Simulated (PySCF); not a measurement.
Compound: C₆H₇FP₂S.
SMILES: `CSc1pc(F)pcc1C`

Torsions of this conformer, `[CH3:1][S:2][c:3]1[p:4][c:5]([F:6])[p:7][cH:8][c:9]1[CH3:10]`: C1–S2–C3–P4 0°.

The closed-shell ground state was solved at several levels (PySCF, density fitting, gas phase, non-relativistic). The structure is a single PBE0-D3(BJ)/def2-SVP conformer in the gas phase; no vibrational or solvent corrections.

```json
{"level": "wB97X-D/def2-SVPD", "basis functions": "274", "HOMO (eV)": "-8.07", "LUMO (eV)": "-0.53", "gap (eV)": "7.54", "dipole (D)": "3.04"}
{"level": "PBE0/pcSseg-1", "basis functions": "226", "HOMO (eV)": "-6.48", "LUMO (eV)": "-2.10", "gap (eV)": "4.38", "dipole (D)": "3.21"}
```

(1) Estimate the row for mPW1PW91/pcSseg-1, a basis of 226 functions; the other rows only guide the guess.

(2) How far do the dipole and the HOMO energy spread over the levels?

Answers

(1) HOMO -6.50 eV, LUMO -2.12 eV, gap 4.38 eV, dipole 3.21 D.

(2) The dipole runs from 3.04 to 3.21 D (mean 3.15 D) and the HOMO from -8.07 to -6.48 eV.
